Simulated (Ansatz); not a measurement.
Ansatz (a quantum-chemistry and plane-wave program) input (PBE0/def2-SVP):

Ansatz 0.2 input:
```yaml
crystal:
  periodic: [false, false, false]
  atoms:
    - {symbol: Si, position_ang: [-0.55102560, -0.03442817, -0.17919115]}
    - {symbol: O, position_ang: [1.02477456, -0.09113108, 0.33481589]}
    - {symbol: H, position_ang: [-1.37105849, -0.10492237, 1.05653314]}
    - {symbol: H, position_ang: [-0.82906552, 1.23563103, -0.91632786]}
    - {symbol: H, position_ang: [1.71628591, 0.08033442, -0.31005632]}
basis:
  gaussian:
    orbitals: def2-SVP
hamiltonian:
  xc: {name: PBE0}
magnetization: {spin_polarized: true, initial_magnetization: 1}
```

Output:

```
Functional definition: PBE0
integrals: 0.01 GiB planned
451 factors; integrals over basis functions are off by at most 1.1e-3 eV
0.09 GiB of the device are held for the grids
0.19 GiB of device memory are held for the factors and their scratch space
mean field: 0.14 GiB planned
mean field evaluation 1: about -9959.5708 eV, gradient 3.1e1 eV
mean field evaluation 2: about -9950.7500 eV, gradient 5.6e1 eV
mean field evaluation 4: about -9963.0411 eV, gradient 6.4e-1 eV
mean field evaluation 8: about -9963.0838 eV, gradient 4.1e-2 eV
mean field evaluation 16: about -9963.0839 eV, gradient 4.8e-5 eV
mean field -9963.08385727 eV, -366.1365785339 hartree, gradient 1.3e-5 eV, S^2 0.751519; 0 other end points of the search recorded, 0 dependent functions left out
reference -9963.08387807 eV, -366.1365792982 hartree; 13, 12 occupied and 34, 35 virtual orbitals, 451 factors
Total energy: -9963.08387807 eV, -366.1365792982 hartree
```

It need not be the lowest isomer of its formula.
